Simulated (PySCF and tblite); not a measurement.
The numbers below are computed, except where a source is named.
C₇H₁₄, numbered as in [CH3:1][CH:2]1[CH2:3][CH2:4][CH2:5][CH2:6][CH2:7]1.

Conformers came from 90 starts (ETKDG and KDG, MMFF94s, GFN2-xTB); geometries are PBE0-D3(BJ)/def2-SVP. Weights use PBE0-D3(BJ)/def2-TZVP energies plus GFN2-xTB zero-point and thermal terms (modes under about 100 cm⁻¹ blended into free rotors). Symmetry numbers and mirror images are counted. Conformers within 4 kcal/mol (GFN2-xTB free energy) were kept, 5 at most. Programs: PySCF with density fitting and tblite.

Rotational constants are equilibrium values for the commonest isotopes; dipoles come from the energy level named.

The 6-ring runs over atoms 2–3–4–5–6–7.

```csv
conformer,shape,symmetry,weight %
1,6-ring chair (all substituents equatorial),Cs,96.7
2,6-ring chair (C1 axial),Cs,3.3
```

Sets of constants, in random order:

```csv
set,A (MHz),B (MHz),C (MHz),abs μa (D),abs μb (D),abs μc (D)
P,3514,2537,1929,0.01,0.00,0.07
Q,4228,2195,1595,0.09,0.00,0.08
```

Question: Match each set to its conformer.

Answer: P is conformer 2, Q is conformer 1.
